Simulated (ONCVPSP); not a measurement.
**Transferability test, ONCV potential for phosphorus (P)**

```json
{
 "Element": "P (Z = 15)",
 "Generator": "ONCVPSP 4.0.1",
 "Type": "optimised norm-conserving Vanderbilt (ONCV)",
 "Functional": "LDA (Perdew-Wang 92)",
 "Relativity": "scalar-relativistic",
 "Frozen core": "[Ne]",
 "Valence charge": "5",
 "Reference configuration": "3s2 3p3",
 "Partial waves": "3s: rc 1.70 bohr, ncon 4, nbas 7, qcut 3.3 1/bohr, 2 projectors, debl 2.8 Ha; 3p: rc 2.00 bohr, ncon 5, nbas 10, qcut 4.8 1/bohr, 2 projectors, debl 2.7 Ha; d scattering state at 0.28 Ha: rc 1.65 bohr, ncon 4, nbas 7, qcut 6.5 1/bohr, 3 projectors, debl 0.5 Ha",
 "Local potential": "polynomial inside 1.45 bohr (lpopt 5, dvloc0 0 Ha)",
 "Core correction": "Teter function, fcfact 4.5, rcfact 1.75"
}
```

Energies are relative to the spin-unpolarised reference configuration 3s2 3p3; without spin polarisation the order of configurations can differ from experiment.

(1) Give the all-electron excitation energy and the error of the potential for: 3s2 3p2; 3s2 3p1; 3s2 3p0; 3s0 3p5.

Levels in the configuration 3s2 3p1:

```
level  all-electron (eV)  pseudo (eV)
   3s            -34.012      -34.081
   3p            -24.391      -24.440
```

Note: no bound ghost flagged; GHOST(+) flagged for d at 36.2 eV, s at 179.3 eV.

## Answers

(1)

```tsv
valence configuration	charge	ΔE all-electron (eV)	error AE − PS (meV)
3s2 3p2	+1	9.815	-5.0
3s2 3p1	+2	29.059	-33
3s2 3p0	+3	58.948	-126
3s0 3p5	0	17.139	-24
```
